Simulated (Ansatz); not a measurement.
`FC[SiH2]F` + H₂ → `FC[SiH3]` + H–F  (hydrogenolysis of the Si–F bond)

Isolated molecules relaxed with PBE0-D4/def2-TZVP in Ansatz; ΔE leaves out vibrations. CBS: MP2 limit from def2 TZ/QZ plus the TZ coupled-cluster correction, frozen cores. This one scheme is used for every species. DFT in def2-TZVPP. One conformer a species, not always the lowest.

```
             level  ΔE (kcal/mol)
            PBE-D4           24.9
SCS-MP2/def2-TZVPP           27.2
```

(1) What does CCSD(T)/CBS give? (An estimate is asked.)

(2) What do rigid-rotor, harmonic-oscillator terms from PBE0-D4/def2-TZVP frequencies (298.15 K, 1 bar) make of the CCSD(T)/CBS value? (Best estimate.)

Largest T1 diagnostic among the species: 0.011.

## Answers

(1) Computed: +26.3 kcal/mol. The listed levels differ from it by -1.4, 0.9 kcal/mol.

(2) Computed: ΔZPE = +2.5 kcal/mol, ΔH = +28.4 kcal/mol, ΔS = 22 J/(mol·K), ΔG = +26.9 kcal/mol.

From r2SCAN to r2SCAN0 (25 % exact exchange), in def2-TZVPP and without D4, ΔE moves by −0.9 kcal/mol. Leaving LDA and LC-ωPBE aside and taking each functional with its dispersion term where it has one, the values, not all of them listed here, spread over 3.4 kcal/mol, from HSE06-D4 to r2SCAN-D4. At CCSD(T), def2-SVP lies −3.6 kcal/mol from the extrapolated value and def2-TZVPP −0.4 kcal/mol.
